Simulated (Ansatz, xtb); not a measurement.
Ligand exchange: SnH3Br + C2H8Si2 → SiH3(SnH3) + C2H5BrSi

Species: SnH3Br `[Br][SnH3]`, singlet; C2H8Si2 `C=C[SiH2][SiH3]`, singlet; SiH3(SnH3), singlet; C2H5BrSi `C=C[SiH2]Br`, singlet. The partners trade Br for SiH3: Sn–Br and Si–SiH3 bonds give way to Sn–SiH3 and Si–Br.

Shapes, held fixed at every level: PBE0-D4/def2-TZVP. Flexible molecules stand in one conformer, not always the lowest. Programs: Ansatz 0.2.0, xtb 6.7.1, xtb 6.7.1 later snapshot. The zero-point and thermal change to 298 K, harmonic and unscaled (PBE0-D4/def2-TZVP), is +0.6 kJ/mol.

```json
{"level": "GFN1-xTB", "kind": "semi-empirical", "ΔH(298 K) (kJ/mol)": "-118.9", "less CCSD(T)/def2-TZVPP": "-98.0", "CPU time (sum over the molecules)": "0.098 s"}
{"level": "SPW92/def2-TZVPP", "kind": "LDA", "ΔH(298 K) (kJ/mol)": "-21.4", "less CCSD(T)/def2-TZVPP": "-0.5", "CPU time (sum over the molecules)": "16 s"}
{"level": "r2SCAN-D4/def2-TZVPP", "kind": "meta-GGA", "ΔH(298 K) (kJ/mol)": "-16.6", "less CCSD(T)/def2-TZVPP": "+4.3", "CPU time (sum over the molecules)": "60 s"}
{"level": "B3LYP-D4/def2-TZVPP", "kind": "global hybrid", "ΔH(298 K) (kJ/mol)": "-15.6", "less CCSD(T)/def2-TZVPP": "+5.3", "CPU time (sum over the molecules)": "61 s"}
{"level": "PBE0-D4/def2-TZVPP", "kind": "global hybrid", "ΔH(298 K) (kJ/mol)": "-16.6", "less CCSD(T)/def2-TZVPP": "+4.3", "CPU time (sum over the molecules)": "38 s"}
{"level": "r2SCAN0-D4/def2-TZVPP", "kind": "global hybrid", "ΔH(298 K) (kJ/mol)": "-18.7", "less CCSD(T)/def2-TZVPP": "+2.2", "CPU time (sum over the molecules)": "64 s"}
{"level": "CCSD/def2-SVP", "kind": "coupled cluster or CI", "ΔH(298 K) (kJ/mol)": "-13.3", "less CCSD(T)/def2-TZVPP": "+7.6", "CPU time (sum over the molecules)": "–"}
{"level": "CCSD/def2-TZVPP", "kind": "coupled cluster or CI", "ΔH(298 K) (kJ/mol)": "-20.7", "less CCSD(T)/def2-TZVPP": "+0.2", "CPU time (sum over the molecules)": "–"}
{"level": "CCSD(T)/def2-TZVPP", "kind": "coupled cluster or CI", "ΔH(298 K) (kJ/mol)": "-20.9", "less CCSD(T)/def2-TZVPP": "0.0", "CPU time (sum over the molecules)": "17 min"}
```

The highest level, CCSD(T)/def2-TZVPP, gives ΔH(298 K) = -20.9 kJ/mol; the levels span -118.9 to -13.3. GFN1-xTB strays far from the other rows. The column of differences is taken from that level and isn't an error. No measured value is set beside it here. For atoms past krypton def2 sets carry core potentials with scalar relativity. Relativity is left out for Br. Outer-core shells of Br, Sn are correlated in most correlated rows, in sets that cover them unevenly. Times are processor times on shared x86 and Arm servers, and rough.
